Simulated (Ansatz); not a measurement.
PbO₄⁺, relaxed as a doublet with UKS PBE-D4/def2-SVP in Ansatz, starting from the PBE-D4/def2-SVP geometry of the neutral singlet. Force threshold 0.02 eV/Å.

In the def2 sets Pb takes a core potential; there is no spin–orbit coupling. The structure holds 3 bonds between oxygen atoms, so isomers without such links may lie far lower. The structure comes from a short search, and lower isomers may exist.

Start:

| atom | x (Å) | y (Å) | z (Å) |
| --- | --- | --- | --- |
| Pb1 | -0.2794 | -1.4359 | 1.0048 |
| O2 | 1.3877 | -0.1959 | 0.3399 |
| O3 | -1.4294 | -0.0184 | -0.1898 |
| O4 | 0.6326 | 1.0266 | -0.1583 |
| O5 | -0.3115 | 0.6236 | -0.9966 |

```csv
step,energy (eV),largest force component (eV/Å),SCF passes
1,-13408.2618,2.310,21
2,-13408.7747,2.210,29
3,-13409.4653,2.329,27
4,-13409.8387,2.507,26
5 (rejected),-13409.8375,1.488,29
6,-13410.0571,0.193,29
7,-13410.0605,0.059,23
8,-13410.0609,0.015,22
```

Force components are those of the run's own axes.

End:

```xyz
5

Pb   -0.3179   -1.6336    1.1432
O     1.1978   -0.0562    0.4218
O    -1.2279   -0.0987   -0.3134
O     1.0380    0.9095   -0.3637
O    -0.6900    0.8790   -0.8879
```

Bonds lost: O4–O5 (atoms count from 1).

No frequencies were taken in this run, so the end may be a saddle point.

It took 6 s on 4 threads of Arm Neoverse V2 on a shared host.
